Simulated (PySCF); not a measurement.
# Dipole moment and polarisability of `C=C(C)[Si@H]1CCCO1`

C6H12OSi.
Cartesian coordinates in Å at the PBE0-D3(BJ)/def2-SVP level; atoms count from 1:
```
atom  x, y, z in Å
C1    -1.7998   -1.0823    1.1699
C2    -1.6419   -0.1461    0.2233
C3    -2.6622    0.9221   -0.0460
Si4   -0.0741   -0.1885   -0.7979
C5     1.2286    1.1066   -0.3486
C6     2.1043    0.2895    0.6133
C7     2.1547   -1.1448    0.0837
O8     0.8627   -1.5188   -0.3548
H9    -1.0415   -1.8542    1.3327
H10   -2.6936   -1.1157    1.8063
H11   -3.5366    0.8289    0.6164
H12   -2.2363    1.9304    0.0953
H13   -3.0187    0.8799   -1.0891
H14   -0.4177   -0.2119   -2.2533
H15    0.8419    2.0303    0.1063
H16    1.7938    1.3935   -1.2520
H17    1.6406    0.2824    1.6144
H18    3.1179    0.7064    0.7288
H19    2.8713   -1.2180   -0.7576
H20    2.4872   -1.8544    0.8586
```

Level: CAM-B3LYP/def2-SVPD (PySCF), static field, nuclei fixed, core orbitals frozen in the response. The polarisability tensor in these axes (au):

```
x   108.18  -1.45  -2.46
y    -1.45  92.62  -9.32
z    -2.46  -9.32  92.18
```

**Question.** What are the eigenvalues, a third of the trace, and Δα (Δα² = ½Σ(αi − αj)² over the three pairs)?

**Answer.** Principal values 82.78, 101.66 and 108.55 au; mean 97.66 au = 14.47 Å³ = 16.10 × 10⁻⁴⁰ C²·m²/J; Δα = 23.11 au (24 % of the mean).

**Question.** What is the dipole moment, and where does it point?

**Answer.** (0.33, 1.63, 0.55) D, 1.75 D in size, pointing from the negative to the positive side. Measured along this direction, the outermost atoms are H9 at the negative end and H15 at the positive end.

**Question.** Rayleigh depolarisation ratio (linearly polarised light, static tensor)?

**Answer.** ρ = 3Δα²/(45ᾱ² + 4Δα²) = 1602.1/(429214 + 2136.2) = 0.00371.

**Question.** Find the Langevin capture rate constant for O2+ (31.990 u) meeting this molecule (128.066 u), k = 2.342 × 10⁻⁹ cm³/s × √(α in Å³ / reduced mass in u).

**Answer.** The reduced mass is 25.60 u, so k = 1.76 × 10⁻⁹ cm³/s. The formula leaves out the permanent dipole, which adds to the capture rate.

**Question.** What molar refraction does this α imply?

**Answer.** Lorentz–Lorenz: R = (4π/3)N_A α = 2.5225 cm³/(mol·Å³) × 14.47 Å³ = 36.5 cm³/mol, in the limit of long wavelengths.

One conformer (not necessarily the lowest) at the PBE0-D3(BJ)/def2-SVP geometry, without solvent, vibrations or thermal averaging.
